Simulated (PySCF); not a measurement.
## A small calculation by hand: chemical shift, span and skew from a shielding tensor

C5H6BF, SMILES C#CC(=C)B(C)F. Atoms are numbered in the order given.

```xyz
13

C     -0.5778     2.7268     0.0000
C     -0.0255     1.6460     0.0000
C      0.5832     0.3525     0.0000
C      1.9275     0.2194     0.0000
B     -0.3492    -0.9163     0.0000
C      0.1218    -2.4083     0.0000
F     -1.6614    -0.6926     0.0000
H     -1.0641     3.6846     0.0000
H      2.5950     1.0862     0.0000
H      2.3936    -0.7688     0.0000
H     -0.3048    -2.9197     0.8796
H      1.2076    -2.5665     0.0000
H     -0.3048    -2.9197    -0.8796
```
Charge 0, spin multiplicity 1.

Geometry: PBE0-D3(BJ)/def2-SVP. This is a generated structure with no PubChem entry under its InChIKey; it may be hypothetical. One conformer was computed; it need not be the lowest.

GIAO shieldings from PySCF with PBE0/pcSseg-1, non-relativistic, no solvent. The symmetric part of the tensor of C6 has the principal values 169.0, 189.6, 192.0 ppm. The same nucleus in TMS has σ = 186.3 ppm at this level (PySCF, at its B3LYP-D3(BJ)/def2-TZVP geometry).

### Question
Work out the isotropic shielding, the ¹³C shift against TMS, the span and the skew.

### Answer

σ(iso) = (σ11 + σ22 + σ33)/3 = 183.5 ppm. δ = σ(ref) − σ(iso) = 186.3 − (183.5) = 2.8 ppm.
Span Ω = σ33 − σ11 = 23.0 ppm. Skew κ = 3(σ(iso) − σ22)/Ω = -0.79. Tumbling in solution averages the tensor to δ; in a static solid the shielding alone would spread this spin-1/2 line over Ω.
